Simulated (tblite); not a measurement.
Compound: C5H12BBrO.
Bonds: C1–C2 (double), C2–C3, C3–C4, C4–O5, O5–C6, O5–B7, B7–Br8. Hydrogens: H9, H10 on C1; H11 on C2; H12, H13 on C3; H14, H15 on C4; H16, H17, H18 on C6; H19, H20 on B7.
Bond orders are those of one Lewis drawing.

Computed with GFN2-xTB (tblite), gas phase: L-BFGS steps from a force-field or distance-geometry start until the largest atomic force falls under 0.01 eV/Å.

Step 50: E = -713.4950 eV
```
atom  x, y, z in Å  |  force x, y, z in eV/Å
C1      3.1652   -0.4443    0.2497   -0.011   0.010  -0.001
C2      1.9507   -0.5732   -0.2495    0.016  -0.016  -0.010
C3      1.2052    0.5313   -0.9378    0.035  -0.019  -0.014
C4     -0.1158    0.8560   -0.2402    0.019   0.022   0.003
O5     -1.0130   -0.2605   -0.1646    0.024  -0.004   0.026
C6     -1.6280   -0.5606   -1.4131    0.023   0.012   0.025
B7     -2.0608   -0.1439    1.0575   -0.012  -0.056   0.015
Br8    -3.1679    1.4528    0.7089    0.015  -0.001  -0.028
H9      3.6744   -1.2582    0.7371   -0.030   0.004  -0.015
H10     3.7085    0.4852    0.1867   -0.018  -0.009   0.004
H11     1.4261   -1.5168   -0.1788   -0.016   0.004   0.016
H12     1.0303    0.2647   -1.9831   -0.013  -0.027  -0.016
H13     1.8075    1.4408   -0.9262   -0.004   0.021  -0.016
H14     0.0959    1.1410    0.7910    0.004   0.008   0.041
H15    -0.6162    1.6947   -0.7382   -0.014   0.039  -0.017
H16    -0.8691   -0.8531   -2.1388    0.012   0.020  -0.003
H17    -2.3057   -1.3965   -1.2506   -0.007   0.005  -0.006
H18    -2.1937    0.2987   -1.7877   -0.016  -0.015  -0.005
H19    -1.3921   -0.0094    2.0280   -0.027  -0.014  -0.009
H20    -2.7065   -1.1379    1.0175    0.021   0.016   0.011
```

Step 51: E = -713.4956 eV
```
atom  x, y, z in Å  |  force x, y, z in eV/Å
C1      3.1638   -0.4438    0.2507   -0.018   0.000  -0.014
C2      1.9495   -0.5738   -0.2493    0.013  -0.006  -0.019
C3      1.2041    0.5302   -0.9389    0.035  -0.011  -0.015
C4     -0.1150    0.8578   -0.2390    0.024   0.018   0.003
O5     -1.0101   -0.2604   -0.1635    0.003   0.025   0.022
C6     -1.6251   -0.5593   -1.4122    0.016   0.009   0.025
B7     -2.0600   -0.1446    1.0577   -0.018  -0.058   0.010
Br8    -3.1712    1.4489    0.7075    0.019   0.004  -0.031
H9      3.6709   -1.2593    0.7377   -0.020   0.014  -0.011
H10     3.7084    0.4853    0.1857   -0.029  -0.026   0.010
H11     1.4241   -1.5175   -0.1788   -0.005   0.015   0.021
H12     1.0246    0.2614   -1.9832   -0.006  -0.029  -0.007
H13     1.8080    1.4385   -0.9327   -0.002   0.024  -0.010
H14     0.0958    1.1424    0.7926    0.016   0.008   0.036
H15    -0.6144    1.6982   -0.7364   -0.019   0.015  -0.013
H16    -0.8660   -0.8495   -2.1386    0.011   0.023  -0.007
H17    -2.3008   -1.3966   -1.2513   -0.013  -0.005  -0.002
H18    -2.1936    0.2993   -1.7845   -0.008  -0.015  -0.008
H19    -1.3932   -0.0073    2.0292   -0.028  -0.021  -0.012
H20    -2.7048   -1.1392    1.0153    0.029   0.014   0.020
```

Task: Estimate the geometry and energy of step 52. (The exact step hangs on the optimiser's Hessian estimate; all steps are aligned on step 51, rigid shifts and turns removed.)

Result: E = -713.4961 eV, largest force 0.049 eV/Å
```
atom  x, y, z in Å  |  force x, y, z in eV/Å
C1      3.1622   -0.4435    0.2513   -0.020  -0.012  -0.021
C2      1.9486   -0.5748   -0.2496    0.001   0.007  -0.024
C3      1.2039    0.5289   -0.9403    0.017   0.006  -0.013
C4     -0.1135    0.8602   -0.2378    0.020   0.011   0.006
O5     -1.0072   -0.2597   -0.1622   -0.018   0.044   0.012
C6     -1.6221   -0.5578   -1.4111    0.005   0.004   0.015
B7     -2.0594   -0.1459    1.0578   -0.016  -0.036   0.002
Br8    -3.1748    1.4450    0.7053    0.024   0.002  -0.031
H9      3.6675   -1.2599    0.7380   -0.007   0.014  -0.001
H10     3.7076    0.4851    0.1850   -0.032  -0.029   0.012
H11     1.4219   -1.5179   -0.1783    0.004   0.019   0.022
H12     1.0190    0.2578   -1.9833    0.004  -0.025   0.002
H13     1.8089    1.4365   -0.9388    0.001   0.022  -0.008
H14     0.0959    1.1436    0.7948    0.029   0.008   0.019
H15    -0.6127    1.7020   -0.7348   -0.013  -0.013  -0.002
H16    -0.8633   -0.8455   -2.1387    0.010   0.026  -0.005
H17    -2.2965   -1.3966   -1.2522   -0.010  -0.009   0.004
H18    -2.1939    0.2995   -1.7818    0.000  -0.014  -0.006
H19    -1.3948   -0.0054    2.0299   -0.023  -0.023  -0.006
H20    -2.7023   -1.1409    1.0146    0.025  -0.001   0.021
```

The energy changes by -0.0005 eV. The first-order estimate −F·Δx gives -0.0007 eV and the mean of the old and new forces, exact on a quadratic surface, -0.0005 eV. The step makes an angle of 72° with the force vector and moves no atom by more than 0.007 Å.

What follows is the cost of the whole relaxation. On Arm Neoverse N1, one thread, on a shared host, this took 1.0 s.
